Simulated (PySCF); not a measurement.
NICS in isomers of [C7H6FS]+.

Definitions: NICS(0) = −σiso at the ring centroid; NICS(1) = −σiso and NICS(1)zz = −σzz at ±1 Å along the ring normal z. Level: GIAO PBE0/pcSseg-1 (PySCF, non-relativistic, gas phase) on the GFN2-xTB geometries, one conformer each. Atom numbers follow the mapped SMILES.

Question: Order these rings by mean NICS(1)zz, lowest (most negative) first (ppm).
A. ring C4–C5–C6–S7–C8–C9 in `[CH2:1]=[C:2]([F:3])[c:4]1[cH:5][cH:6][s+:7][cH:8][cH:9]1` (charge +1)
B. ring C5–C6–C9 in `[CH2:1]=[C:2]1[S:3][CH2:4][c+:5]2[c:6]([CH2:7][F:8])[c:9]21` (charge +1)
C. ring C3–C4–C5–C6–C7–S9 in `[CH2:1]=[CH:2][c:3]1[cH:4][cH:5][cH:6][c:7]([F:8])[s+:9]1` (charge +1)
D. ring C3–C4–C5–C6–C7–S9 in `[CH:1]#[C:2][C:3]1=[CH:4][CH+:5][CH2:6][C@@H:7]([F:8])[S:9]1` (charge +1)

Answer: A (-21.4), B (-20.2), C (-18.7), D (0.1).

```csv
SMILES,ring,NICS(0),NICS(1),NICS(1)zz,HOMA,rms pucker (Å),ring atoms with four or more neighbours
C=C(F)c1cc[s+]cc1,6-membered ring with S; formal bonds all aromatic,-6.6,-9.5,-21.4,0.91,0.00,0
C=C1SC[c+]2c(CF)c21,3-membered carbocycle; bonds drawn aromatic by RDKit's count,-29.0,-13.2,-20.2,0.86,0.00,0
C=Cc1cccc(F)[s+]1,6-membered ring with S; formal bonds all aromatic,-6.9,-8.8,-18.7,0.92,0.00,0
C#CC1=C[CH+]C[C@@H](F)S1,"6-membered ring with S; formal bonds 1 double, 5 single",1.1,-2.1,0.1,–,0.19,2
```

NICS(0) gives another order. The isotropic NICS(1) gives another order. HOMA uses Krygowski's 1993 parameters; it is left out where a ring has a four-coordinate atom, a triple bond, no multiple bond or a kind of bond without parameters. NICS(1) and NICS(1)zz are means over the two faces.
